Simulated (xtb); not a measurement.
H₇NSSi₂, SMILES [SiH3]S[SiH2]N. All values are semi-empirical tight-binding results from xtb (GFN2-xTB unless named), good for trends rather than for accurate numbers. The structure is a stationary point at GFN2-xTB. The values are those of a single conformer.

```
Item                                           Result
--------------------------------------  -------------
point group as xtb finds it                        Cs
orbital gap                                   4.50 eV
zero-point energy                       42.7 kcal/mol
G − E(el) at 298.15 K (modified RRHO)   21.9 kcal/mol
static polarisability (D4 model)           89.1 bohr³
solvation energy, GFN2-xTB/ALPB(water)  -2.1 kcal/mol
solvation energy, GFN2-xTB/ALPB(ether)  -5.8 kcal/mol
```
